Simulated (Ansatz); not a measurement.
Computed with Ansatz on PBE0-D4/def2-TZVP structures; ΔE is electronic, products minus reactants. CCSD(T)/CBS is the MP2 limit (def2-TZVPP, def2-QZVPP) plus CCSD(T) − MP2 in def2-TZVPP, frozen cores. This one scheme is used for every species, atoms too. Open shells (•) are unrestricted, without spin–orbit coupling. Spin–orbit coupling would lower the free atoms: a little for C, Cl, Si; strongly for Te. Elements past krypton have def2 core potentials. Bonds to Te are less sure, by a few kJ/mol each and by 10 to 20 or more in all where they break to atoms, as the def2 sets lack core-valence functions. One conformer a species, not always the lowest.

Consider the atomization: `[SiH3][Te]CCl` → C• + Cl• + 5 H• + Si• + Te•.

| species | MP2/def2-SVP energy (Eh) |
| --- | --- |
| `[SiH3][Te]CCl` | -1056.42887 |
| C• | -37.69532 |
| Cl• | -459.42824 |
| H• | -0.49928 |
| Si• | -288.79662 |
| Te• | -267.07415 |

Work out ΔE.

ΔE = 5 × (-0.49928) + (-37.69532) + (-459.42824) + (-288.79662) + (-267.07415) − (-1056.42887) = 0.93814 Eh = +25.53 eV. CCSD(T)/CBS gives +27.85 eV.

Largest T1 diagnostic among the species: 0.012.

In def2-TZVPP, CCSD(T) changes the Hartree–Fock value by +7.09 eV (the triples alone add +0.47 eV) and MP2 by +7.30 eV; breaking electron pairs costs correlation energy, which Hartree–Fock lacks. From BLYP to BHLYP (50 % exact exchange), in def2-TZVPP and without D4, ΔE moves by −0.30 eV: exact exchange takes away binding that semilocal exchange gives to molecules. Leaving LDA and LC-ωPBE aside and taking each functional with its dispersion term where it has one, the values, not all of them listed here, spread over 1.02 eV, from BHLYP-D4 to PBE-D4. LDA lies +3.78 eV from PBE without D4, its usual overbinding.

For atomizations the MP2-based limit and the directly extrapolated one differ by several kJ/mol either way, and by 10 to 25 for some Ge, Se and Sn compounds, so smaller differences from it don't rank the levels.
